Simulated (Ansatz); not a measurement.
`O[SiH2]CBF` → `OCBF` + `[SiH2]`  (silylene formation by 1,1-elimination)

Calculated with Ansatz (gas phase, PBE0-D4/def2-TZVP geometries, no zero-point term in ΔE). CCSD(T)/CBS is the MP2 limit (def2-TZVPP, def2-QZVPP) plus CCSD(T) − MP2 in def2-TZVPP, frozen cores. This one scheme is used for every species. Functionals use def2-TZVPP. B3LYP here is the variant with VWN-RPA as its local correlation; programs differ in this. One conformer a species, not always the lowest.

`O[SiH2]CBF`:

Z-matrix (Å, degrees):
```
Si
C 1 1.886
O 1 1.645 2 110.5
H 1 1.481 2 110.4 3 -117.2
H 1 1.489 2 109.0 3 123.0
B 2 1.538 1 109.2 3 -64.8
H 2 1.093 1 107.6 3 172.6
H 2 1.096 1 104.6 3 55.7
H 3 0.959 1 117.8 2 43.8
F 6 1.336 2 118.8 1 75.6
H 6 1.199 2 125.1 1 -100.1
```

`OCBF`:

Cartesian coordinates in Å:
```
O 1.286 0.851 0.309
C -0.062 0.459 0.451
B -0.556 -0.711 -0.447
F 0.301 -1.270 -1.293
H 1.693 0.306 -0.369
H -0.726 1.321 0.270
H -0.263 0.184 1.500
H -1.674 -1.139 -0.420
```

`[SiH2]`:

Z-matrix (Å, degrees):
```
Si
H 1 1.525
H 1 1.525 2 91.2
```

(1) Is it downhill or uphill in electronic energy at CCSD(T)/CBS, and by how much? (An estimate is asked.)

(2) What do these levels give: PBE-D4, r2SCAN-D4, PBE0-D4, B3LYP-D4, ωB97M-V, B2PLYP, PBE, PBE0, MP2/def2-TZVPP, CCSD(T)/def2-TZVPP, SCS-MP2/def2-QZVPP, MP2/CBS(def2)? (An estimate is asked.)

Largest T1 diagnostic among the species: 0.014.

Results:

(1) The calculation gave: Uphill: ΔE = +4.63 eV.

(2) Ansatz gave: PBE-D4 4.50, r2SCAN-D4 4.82, PBE0-D4 4.64, B3LYP-D4 4.50, ωB97M-V 4.55, B2PLYP 4.55, PBE 4.41, PBE0 4.56, MP2/def2-TZVPP 4.85, CCSD(T)/def2-TZVPP 4.53, SCS-MP2/def2-QZVPP 4.73, MP2/CBS(def2) 4.94 eV.

From PBE to PBE0 (25 % exact exchange), in def2-TZVPP and without D4, ΔE moves by +0.16 eV. The D4 term adds +0.14 eV with B3LYP and +0.08 eV with PBE0; it sums over pairs of atoms, weighted by their polarisabilities, and B3LYP, whose exchange is more repulsive, gets the larger term. In def2-TZVPP, CCSD(T) changes the Hartree–Fock value by +0.14 eV (the triples alone add +0.04 eV) and MP2 by +0.46 eV.
